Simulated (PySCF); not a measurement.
## [CrBr6]3-: what the settings change

[CrBr6]3- holds Cr(III), d3, at total charge -3. The structure is a PBE0-D3(BJ)/def2-SVP, IEF-PCM water geometry optimised for multiplicity 4; coordination octahedral, point group Oh, metal–donor distances 2.56 Å.

```
7

Cr    0.0000    0.0000    0.0000
Br    0.0000    2.5611    0.0000
Br    0.0000   -2.5611    0.0000
Br    0.0000    0.0000    2.5611
Br    0.0000    0.0000   -2.5611
Br    2.5611    0.0000    0.0000
Br   -2.5611    0.0000    0.0000
```

Method (PySCF 2.14, density fitting): CASSCF(3,5) with orbitals averaged over all microstates of the shell, strongly contracted NEVPT2 on the averaged canonical orbitals; basis x2c-TZVPall on the metal, x2c-SVPall elsewhere; spin-free X2C; IEF-PCM water; spin-orbit coupling by state interaction with the mean-field operator over all roots.

Base run: NEVPT2 ground state 4A2g, next 4T2g at 13547, then 2Eg at 16963 cm⁻¹, 10Dq(CASSCF) 9319, B(CASSCF) 981, ζ 197 cm⁻¹, g 1.972 1.972 1.972, μeff(300 K) 3.85 μB.

Problem. What happens with the basis x2c-TZVPall on all atoms?

Solution. NEVPT2 ground state 4A2g, next 4T2g at 13367, then 2Eg at 16894 cm⁻¹, 10Dq(CASSCF) 9322, B(CASSCF) 980, ζ 197 cm⁻¹, g 1.972 1.972 1.972, μeff(300 K) 3.85 μB. It took 120 s against 54 s on a shared host of the same kind.

Problem. What happens with orbitals averaged over the highest spin alone?

Solution. NEVPT2 ground state 4A2g, next 4T2g at 13013, then 2Eg at 17131 cm⁻¹, 10Dq(CASSCF) 9333, B(CASSCF) 1010, ζ 210 cm⁻¹, g 1.968 1.968 1.968, μeff(300 K) 3.85 μB.

No frequencies were computed for the optimised geometry. Charge-transfer states lie outside this active space and may come lower than some of these levels. NEVPT2 lifts 4T2g from 9931 to 13547 cm⁻¹; on the d shell alone it tends to overshoot states that fill the eg-type orbitals. NEVPT2 on the d shell alone tends to put d–d bands too high for such charged or covalently bound ions. The geometry optimisation stopped short of its thresholds.
